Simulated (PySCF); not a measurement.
NMR data simulated for an unnamed compound:

¹H NMR (300 MHz, computed): δ 4.68 (m, 1H), 3.54 (m, 3H), 3.40 (m, 1H), 3.29 (m, 1H), 2.00 (d, 1H), 0.47 (d, 3H).

¹³C{¹H} NMR (computed): δ 105.7 (CH), 88.7 (C), -1.5 (CH3).

Computed data (PySCF 2.14): σ from GIAO-PBE0/pcSseg-1, coordinates at the GFN2-xTB level. One averaged value for each set of equivalent atoms, gas phase, one conformer, relativity neglected.

Chemical shifts δ = σref − σ; ¹H and ¹³C vs TMS, all at this level.

**Question.** Which of these does the molecule contain: a methoxy group, a CH3CH2 unit, an NH or NH2 group, a Si–CH3 group, a Si–H bond, a C≡C triple bond?

**Answer.** 
- A methoxy group: no.
- A CH3CH2 unit: no.
- An NH or NH2 group: no.
- A Si–CH3 group: yes (δC -1.5; δH 0.47 (d)).
- A Si–H bond: yes (δH 4.68 (m)).
- A C≡C triple bond: yes (δC 105.7, 88.7; δH 2.00 (d)).

The data belong to SMILES C#C[Si@@H](C)[SiH2][SiH3], C₃H₁₀Si₃; they needn't prove each group on their own.

Carbon signals by region: 1 in the sp2 and nitrile region (100–160 ppm), 1 at 50–100 ppm, 1 below 50 ppm.

Shifts are as computed. Against solution values, carbons near 30 ppm lie about +3 ppm off and those near 130 ppm about +5 ppm. Of 1211 compounds with measured shifts, 218 miss one by over three times the rms of a fit or turn the order of signals round; such compounds aren't used in these exercises. No couplings were computed; multiplicities are counted from neighbouring protons, with m where these are inequivalent, close in shift, in a saturated or five-membered ring or joined by F or P, and br s for small geminal =CH2 splittings.
